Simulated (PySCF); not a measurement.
**Computed properties of C4H9N, SMILES C/C=N/CC**

C₄H₉N, SMILES C/C=N/CC. Geometry: PBE0-D3(BJ)/def2-SVP. The structure was generated by enumeration; whether it is a known compound was not checked. The values are those of a single conformer. All values are computed for the isolated molecule unless a solvent is named; none is compared with measurement here.

**Structure.** All 36 harmonic modes at PBE0-D3(BJ)/def2-SVP (PySCF) are real, so it is a minimum. With heavy atoms numbered as in [CH3:1]/[CH:2]=[N:3]/[CH2:4][CH3:5], the shortest bond between them is C2–N3 at 1.264 Å and the longest C4–C5 at 1.520 Å.

**Vibrations.** The strongest infrared lines (harmonic, unscaled, degenerate partners summed) lie at 2980 cm⁻¹ (90 km/mol, H 92 %), 1817 cm⁻¹ (88 km/mol, C 56 %, N 41 %), 2973 cm⁻¹ (43 km/mol, H 94 %). The softest mode is at 94 cm⁻¹ and the zero-point energy is 78.5 kcal/mol.

**Electronic structure.** B3LYP/def2-TZVP (PySCF) places the frontier levels at -6.94 and -0.20 eV, a gap of 6.74 eV, and gives a dipole moment of 1.38 D and a mean polarisability of 60.8 bohr³. PBE/def2-TZVP (PySCF) at the same geometry gives -5.70 and -1.05 eV, so its gap is 2.09 eV narrower. An orbital gap is neither the optical nor the fundamental gap.

**Excitations.** TDDFT-PBE0/def2-SVPD (PySCF) has S1 at 5.17 eV (240 nm, f = 0.001, dark); the most intense of the 10 singlets computed lies at 7.64 eV (f = 0.37). T1 (TDA) is at 4.34 eV. TDDFT-PBE/def2-SVPD (PySCF) puts S1 at 4.93 eV. No vertical singlet excitation falls in the visible range (under 3.1 eV).

**NMR.** GIAO shifts at B3LYP/pcSseg-1 (PySCF) (non-relativistic, atoms alike by connectivity averaged): ¹³C from 21.6 to 164.7 ppm against TMS; ¹H from 1.5 to 7.9 ppm against TMS.

**Solvation.** SMD-ωB97X/6-31G* (PySCF) gives -3.3 kcal/mol in water, -3.9 kcal/mol in N,N-dimethylformamide, -4.8 kcal/mol in methanol (1 M in both phases, gas-phase geometry); of these solvents methanol holds the molecule best.
